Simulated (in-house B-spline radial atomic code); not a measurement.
# Ionising Au VI (Au5+) with different functionals

Computed with a B-spline radial code for spherical atoms: four-component Dirac-Coulomb Hamiltonian, Fermi nucleus of rms radius 5.4371 fm, spin-restricted, spherical fractional occupations for the functionals. The ionisation energy is the difference of two self-consistent energies, [Xe] 4f14 5d6 → [Xe] 4f14 5d5, without Breit or QED terms; ε is the level of the shell that loses the electron (mean over j). The electron is taken from both j subshells in proportion to 2j + 1, so the result is a j average, not the step between ground levels.

Hybrids are left out here: with spherical fractional occupations of an open shell their exact exchange keeps a self-interaction that integer-occupation calculations don't have.

```json
{"method": "LDA VWN5", "rung": "LDA", "ΔSCF (eV)": "78.46", "-ε(5d) (eV)": "70.49"}
{"method": "relativistic LDA", "rung": "LDA", "ΔSCF (eV)": "78.47", "-ε(5d) (eV)": "70.50"}
{"method": "LDA PW92", "rung": "LDA", "ΔSCF (eV)": "78.45", "-ε(5d) (eV)": "70.49"}
{"method": "LDA exchange-only", "rung": "LDA", "ΔSCF (eV)": "76.70", "-ε(5d) (eV)": "68.75"}
{"method": "PBE", "rung": "GGA", "ΔSCF (eV)": "78.15", "-ε(5d) (eV)": "70.19"}
{"method": "PBEsol", "rung": "GGA", "ΔSCF (eV)": "78.18", "-ε(5d) (eV)": "70.22"}
{"method": "BLYP", "rung": "GGA", "ΔSCF (eV)": "77.99", "-ε(5d) (eV)": "70.03"}
{"method": "RPBE", "rung": "GGA", "ΔSCF (eV)": "78.07", "-ε(5d) (eV)": "70.11"}
{"method": "PW91", "rung": "GGA", "ΔSCF (eV)": "78.24", "-ε(5d) (eV)": "70.28"}
{"method": "BP86", "rung": "GGA", "ΔSCF (eV)": "?", "-ε(5d) (eV)": "?"}
{"method": "AM05", "rung": "GGA", "ΔSCF (eV)": "78.20", "-ε(5d) (eV)": "70.24"}
{"method": "OLYP", "rung": "GGA", "ΔSCF (eV)": "?", "-ε(5d) (eV)": "?"}
```

Problem. What does OLYP give?

Solution. ΔSCF 78.39 eV, and -ε(5d) = 70.41 eV.

Problem. What does BP86 give?

Solution. ΔSCF 78.24 eV, and -ε(5d) = 70.29 eV.

Problem. How do they compare with the NIST value?

Solution. NIST lists 74 eV ± 2 (tabulated theory, ground level to ground level). Errors run from +2.70 to +4.47 eV. The correlated functionals all miss on the same side by more than they spread, so the cause is common to them (Breit-QED terms, spin polarisation, the choice among j levels, multiplet and fine-structure energies, or a listed next ion that isn't the cheapest removal here) and closeness doesn't rank the functionals.
